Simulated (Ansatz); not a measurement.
Reaction (ligand exchange at the Si–N bond): `F[SiH2]N([SiH3])[SiH3]` + `NB(N)O` → `NB(N)O[SiH3]` + `F[SiH2]N[SiH3]`

Program: Ansatz. Geometries: PBE0-D4/def2-TZVP. ΔE: electronic, gas phase. CCSD(T)/CBS is the MP2 limit (def2-TZVPP, def2-QZVPP) plus CCSD(T) − MP2 in def2-TZVPP, frozen cores. This one scheme is used for every species. Functionals use def2-TZVPP. B3LYP here is the variant with VWN-RPA as its local correlation; programs differ in this. Each species was taken in one conformer, which may not be the lowest.

| level | ΔE (kcal/mol) |
| --- | --- |
| BLYP-D4 | -10.6 |
| r2SCAN | -10.5 |
| B3LYP | -12.6 |
| r2SCAN0 | -10.6 |

Question: What does CCSD(T)/CBS give? (An estimate is asked.)

Answer: The calculation gave: -9.9 kcal/mol. The listed levels differ from it by -0.7, -0.6, -2.7, -0.7 kcal/mol.

Largest T1 diagnostic among the species: 0.012.

Leaving LDA and LC-ωPBE aside and taking each functional with its dispersion term where it has one, the values, not all of them listed here, spread over 3.4 kcal/mol, from CAM-B3LYP-D4 to revPBE-D4. The D4 term adds +1.8 kcal/mol with B3LYP and +0.9 kcal/mol with PBE0; it sums over pairs of atoms, weighted by their polarisabilities, and B3LYP, whose exchange is more repulsive, gets the larger term.
